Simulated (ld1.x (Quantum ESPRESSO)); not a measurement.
# What one change does to a pseudopotential (S, ultrasoft)

```json
{
  "Element": "sulfur (S)",
  "Generator": "ld1.x (Quantum ESPRESSO) 7.5",
  "Type": "ultrasoft",
  "Functional": "LDA (PZ)",
  "Relativity": "scalar-relativistic",
  "Frozen core": "[Ne]",
  "Valence charge": "6",
  "Reference configuration": "3s1.75 3p4.25",
  "Partial waves": "3s (bound): rcut 1.25, rcutus 1.60 bohr; 3s channel at -0.7 Ry: rcut 1.25, rcutus 1.60 bohr; 3p (bound): rcut 0.95, rcutus 1.20 bohr; 3p channel at 2.65 Ry: rcut 0.95, rcutus 1.20 bohr; 3d channel at 0.05 Ry: rcut 1.75, rcutus 1.85 bohr; 3d channel at 1.1 Ry: rcut 1.75, rcutus 1.85 bohr",
  "Local potential": "all-electron potential smoothed inside 1.05 bohr (lloc = -1)",
  "Core correction": "none",
  "Augmentation charge": "PSQ, radius 1.05 bohr"
}
```

Change: core correction a·sin(br)/r model core inside 0.56 bohr.

Cutoffs: the cutoffs (Ry, on a coarse ladder) from which the occupation-weighted sum of valence levels, in a spherical-Bessel basis at the reference potential, stays within 10 and 1 mRy of its value at 400 Ry; they do not see the model core or the augmentation charge, which bear on the density cutoff. Errors are all-electron minus pseudo energies relative to the spin-unpolarised reference configuration.

Task: Predict the effect on cutoff, ghosts and configuration errors.

Result: The potential gets neither clearly harder nor softer (30 Ry and 45 Ry → 30 Ry and 45 Ry); of the 9 tests that both files solve, the error grows in 0 and shrinks in 7 by more than 15 % and 0.3 meV (median size 8.1 → 0.3 meV); neither file shows a bound ghost. Exchange and correlation are not linear in the density, so unscreening with the valence charge alone errs where core and valence overlap; a model core restores that term. A model core, the more so a compact one, raises the density cutoff, which this test does not measure.

| quantity | base | changed |
| --- | --- | --- |
| cutoff, loose | 30 Ry | 30 Ry |
| cutoff, tight | 45 Ry | 45 Ry |
| bound ghosts | none | none |
| error for 3s2 3p4, meV [ΔE -2.55 eV] | +0.3 | +0.1 |
| error for 3s2 3p3, meV [ΔE 9.32 eV] | +0.9 | -0.1 |
| error for 3s2 3p2, meV [ΔE 31.69 eV] | +12 | -0.1 |
| error for 3s2 3p1, meV [ΔE 65.85 eV] | +58 | -3.2 |
| error for 3s0 3p6, meV [ΔE 18.06 eV] | +8.1 | +2.1 |
| error for 3s2 3p4.3, meV [ΔE -4.29 eV] | +0.5 | +0.3 |
| error for 3s1 3p5, meV [ΔE 7.69 eV] | +1.3 | +0.2 |
| error for 3s1.75 3p4.25 (spin-polarised), meV [ΔE -0.74 eV] | +90 | -0.8 |
| error for 3s2 3p4 (spin-polarised), meV [ΔE -3.25 eV] | +77 | -0.9 |
| s: phases at 2.01 bohr within 0.05 rad from the reference energy up to (Ry; the scan ends near 5) | 4.3 | 4.3 |
| p: phases at 2.01 bohr within 0.05 rad from the reference energy up to (Ry; the scan ends near 5) | 3.4 | 3.4 |
| d: phases at 2.01 bohr within 0.05 rad from the reference energy up to (Ry; the scan ends near 5) | 3.5 | 3.5 |
| lowest overlap eigenvalue by channel | s 0.36, p 0.74, d 0.96 | s 0.36, p 0.74, d 0.96 |
